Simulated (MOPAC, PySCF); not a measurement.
[Cr(=O)2(F)2], neutral singlet in the gas phase. 

Cartesian coordinates (Å):
```xyz
5

Cr     0.0006    -0.0012    -0.0003
O      0.7876    -0.9381     0.9629
O      0.0061    -0.6414    -1.4199
F     -1.6061     0.1558     0.5462
F      0.7630     1.5220    -0.0607
```
Charge 0, spin multiplicity 1.

All levels are single points at this geometry (PBE-D3(BJ)/def2-SVP); Pople sets use spherical d functions. Orbital energies aren't observables, and empty levels follow the basis.

```json
[
 {"level": "B3LYP-D3(BJ)/def2-TZVP in PySCF", "HOMO (eV)": "-10.31", "LUMO (eV)": "-5.48", "gap (eV)": "4.83", "dipole (D)": "0.02", "vertical IE, Delta-SCF (eV)": "–"},
 {"level": "PBE-D3(BJ)/def2-TZVP in PySCF", "HOMO (eV)": "-8.77", "LUMO (eV)": "-5.86", "gap (eV)": "2.91", "dipole (D)": "0.18", "vertical IE, Delta-SCF (eV)": "–"},
 {"level": "TPSSh-D3(BJ)/def2-TZVP in PySCF", "HOMO (eV)": "-9.59", "LUMO (eV)": "-5.61", "gap (eV)": "3.97", "dipole (D)": "0.11", "vertical IE, Delta-SCF (eV)": "–"},
 {"level": "B3LYP/3-21G in PySCF", "HOMO (eV)": "-9.62", "LUMO (eV)": "-4.83", "gap (eV)": "4.79", "dipole (D)": "0.29", "vertical IE, Delta-SCF (eV)": "–"},
 {"level": "B3LYP/6-311+G** (LANL2DZ on Cr) in PySCF", "HOMO (eV)": "-10.57", "LUMO (eV)": "-5.95", "gap (eV)": "4.62", "dipole (D)": "0.26", "vertical IE, Delta-SCF (eV)": "–"},
 {"level": "B3LYP/6-31G* (LANL2DZ on Cr) in PySCF", "HOMO (eV)": "-10.15", "LUMO (eV)": "-5.40", "gap (eV)": "4.75", "dipole (D)": "0.18", "vertical IE, Delta-SCF (eV)": "–"},
 {"level": "M06-2X/6-31G* (LANL2DZ on Cr) in PySCF", "HOMO (eV)": "-12.29", "LUMO (eV)": "-4.35", "gap (eV)": "7.94", "dipole (D)": "0.17", "vertical IE, Delta-SCF (eV)": "–"},
 {"level": "PBE/6-31G* (LANL2DZ on Cr) in PySCF", "HOMO (eV)": "-8.58", "LUMO (eV)": "-5.72", "gap (eV)": "2.86", "dipole (D)": "0.36", "vertical IE, Delta-SCF (eV)": "12.41"},
 {"level": "HF/3-21G in PySCF", "HOMO (eV)": "-15.13", "LUMO (eV)": "-1.35", "gap (eV)": "13.78", "dipole (D)": "0.31", "vertical IE, Delta-SCF (eV)": "–"},
 {"level": "HF/6-31G* (LANL2DZ on Cr) in PySCF", "HOMO (eV)": "-15.49", "LUMO (eV)": "-1.72", "gap (eV)": "13.77", "dipole (D)": "0.31", "vertical IE, Delta-SCF (eV)": "–"},
 {"level": "HF/STO-3G in PySCF", "HOMO (eV)": "-10.02", "LUMO (eV)": "4.70", "gap (eV)": "14.72", "dipole (D)": "0.79", "vertical IE, Delta-SCF (eV)": "–"},
 {"level": "PM6 in MOPAC", "HOMO (eV)": "-12.13", "LUMO (eV)": "-1.52", "gap (eV)": "10.61", "dipole (D)": "0.53", "vertical IE, Delta-SCF (eV)": "–"},
 {"level": "PM7 in MOPAC", "HOMO (eV)": "-13.24", "LUMO (eV)": "-1.97", "gap (eV)": "11.27", "dipole (D)": "0.38", "vertical IE, Delta-SCF (eV)": "–"}
]
```
